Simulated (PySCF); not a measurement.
Vibration and rotation of MgBi

ROHF-CCSD(T) constants of MgBi, ⁴Σ⁻ (quartet), unpaired electrons σ ↑, π ↑↑ (Mg def2-SVPD, Bi def2-SVPD with ECP60; scalar-relativistic core potentials (PySCF 2.14); masses 23.9850 and 208.9804 u):

* ωe: 139.8 cm⁻¹
* ωexe: 2.65 cm⁻¹
* Be: 0.083354 cm⁻¹
* αe: 0.00124 cm⁻¹
* D (centrifugal): 1.19e-07 cm⁻¹
* De to Mg + Bi: 0.190 eV

(1) Give the vibrational terms G(v) and spacings up to v = 3.

(2) How well does the Morse estimate ωe²/(4ωexe) reproduce De, and what is D0?

Correlated steps freeze 5 core orbitals. The bond is weak. Basis-set superposition, not corrected here, can be much of De in a small basis, most of all at correlated wavefunction levels. Spin–orbit coupling is left out, which matters for elements this heavy, above all for dissociation energies. The state was picked by a PBE0 search and need not be the measured ground state.

Answers

(1) G(v) = ωe(v+½) − ωexe(v+½)².

```tsv
v	G(v) (cm⁻¹)	G(v) − G(v−1)	Bv (cm⁻¹)
0	69		0.08273
1	204	134	0.08149
2	333	129	0.08025
3	457	124	0.07901
```

(2) It gives 0.229 eV, 120 % of the computed De. D0 = De − G(0) = 0.190 − 0.009 = 0.181 eV.
